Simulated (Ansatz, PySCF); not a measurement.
Caution: the highest occupied level lies above zero, so the state may not be bound. Another site gives an ion 0.66 eV lower (`C[SiH2-]`) at the level frozen-core CCSD(T)/aug-cc-pVTZ // B3LYP-D3(BJ)/def2-TZVPD (Ansatz, a quantum-chemistry and plane-wave program).

Delta-SCF ions had no search for a lower state. 

Cartesian coordinates (Å):
SMILES: [CH2-][SiH3]
```xyz
7

C      1.1407     0.1243    -0.2105
Si    -0.6146    -0.0681     0.0061
H      1.5892     1.0891     0.0337
H      1.7892    -0.7132     0.0532
H     -1.3499    -0.1351     1.3633
H     -1.4098     1.0458    -0.6358
H     -1.1448    -1.3427    -0.6100
```
Charge -1, spin multiplicity 1.

**Question.** What total energy, HOMO and vertical detachment energy (Delta-SCF) does TPSSh-D3(BJ)/def2-TZVPD // B3LYP-D3(BJ)/def2-TZVPD (PySCF) give?

**Answer.** 
```yaml
total_energy: -330.6241 Ha
HOMO: 1.25 eV
vertical detachment energy (Delta-SCF): 1.12 eV
```
